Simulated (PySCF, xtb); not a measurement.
A geometry optimisation of BrGeHO with r2SCAN-D4/def2-SVP

The starting geometry of this gas-phase singlet has its atoms placed at random.

```yaml
atoms:
  - { symbol: Br, position_ang: [-1.2582, 0.6727, -0.8742] }
  - { symbol: Ge, position_ang: [0.6655, -0.4971, 0.7262] }
  - { symbol: O, position_ang: [1.2273, -0.2438, -1.4435] }
  - { symbol: H, position_ang: [-0.5433, 0.3309, 0.1799] }
```

Problem. Guess where an optimisation with r2SCAN-D4/def2-SVP ends from this start.

Solution. It falls apart into BrH + GeO. Distances that change by over a tenth: Br1–Ge2 (2.76 → 4.86 Å). Contacts that open: Ge2–H4 (1.56 → 5.59 Å). Contacts that close: Ge2–O3 (2.26 → 1.63 Å).

The energy falls by 5.72 eV over 74 steps:

```tsv
step	E − E(last) (eV)
1	5.723
9	0.145
17	0.024
25	0.019
33	0.014
42	0.007
50	0.005
58	0.002
66	0.001
74	0.000
```

Final geometry (Å):

```xyz
4

Br   -1.5279    0.8280    0.9890
Ge    2.0366   -0.5922   -1.9917
O     2.9446   -1.0476   -3.2674
H    -1.1583    0.8552    2.3631
```

From the same start GFN2-xTB reaches the same bonding as this run.

From so rough a start the end depends on the optimiser's path, so another program may land elsewhere. No frequencies were run, so the end isn't proven a minimum. Run with PySCF 2.14.0, 15 min on 2 threads of Intel(R) Xeon(R) Processor @ 2.50GHz (Skylake/Cascade Lake), on a shared host.
